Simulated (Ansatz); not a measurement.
Ca8O8 (started as a model of: 2x2x4 CaO rock-salt block), relaxed as a singlet with RKS PBE-D4/def2-SVP in Ansatz, starting from the GFN2-xTB geometry. Force threshold 0.03 eV/Å.

Start:

```xyz
16

Ca   -2.5800    2.2701   -1.0757
O    -0.5658    1.6040   -0.9207
Ca    1.5192    1.0032   -0.8145
O     3.5367    0.1595   -0.5504
O    -3.2266    0.2439   -1.5368
Ca   -1.1722   -0.5498   -1.5163
O     0.8881   -1.1852   -1.2451
Ca    2.8964   -1.8560   -1.0625
O    -2.8969    1.8362    1.0333
Ca   -0.8065    1.2240    1.3515
O     1.2279    0.4653    1.4185
Ca    3.2314   -0.2261    1.5701
Ca   -3.5495   -0.1887    0.5700
O    -1.5486   -0.8843    0.7436
Ca    0.4596   -1.6762    0.9777
O     2.5868   -2.2398    1.0573
```

Q: Estimate the energy that the relaxation releases and the steps that it takes.

A: 0.28 eV, in 4 steps; 36 s on 4 threads of AMD EPYC 7B13 on a shared host. No frequencies were taken in this run, so the end may be a saddle point.

Q: Does the start keep its bonding and symmetry?

A: By distances, no bond broke or formed. The bond that changes most is O14–Ca15, from 2.17 to 2.27 Å (atoms count from 1). Point group D2d at the start, D2d at the end, both within 0.05 Å.

Q: Predict the relaxed structure.

A: 
```xyz
16

Ca   -2.683    2.306   -1.085
O    -0.586    1.623   -0.930
Ca    1.579    0.957   -0.794
O     3.617    0.101   -0.525
O    -3.314    0.294   -1.516
Ca   -1.239   -0.513   -1.497
O     0.911   -1.200   -1.255
Ca    3.001   -1.891   -1.054
O    -2.993    1.849    0.995
Ca   -0.879    1.232    1.322
O     1.254    0.464    1.434
Ca    3.337   -0.262    1.578
Ca   -3.654   -0.153    0.561
O    -1.578   -0.888    0.751
Ca    0.539   -1.677    0.969
O     2.690   -2.244    1.046
```
Bond lengths (bridged metal pairs left out): 28 × Ca–O 2.15 to 2.30 Å.
